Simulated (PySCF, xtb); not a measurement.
Cd(I)(OMe) (CH3CdIO), SMILES C[O][Cd][I].

GFN2-xTB (xtb) at its own geometry gives an orbital gap of 2.87 eV and a dipole moment of 7.14 D.

Geometry: r2SCAN-D4/def2-SVP. The structure was generated by enumeration; whether it is a known compound was not checked. The def2 effective core potentials stand for the cores of Cd, I; spin–orbit coupling is left out. The values are those of a single conformer.

Q: What does PySCF with CAM-B3LYP/def2-TZVP give? (An estimate is asked for; the answer gives what the named calculation found.)

A: gap 7.63 eV (levels -8.73 and -1.10 eV), dipole 1.12 D.
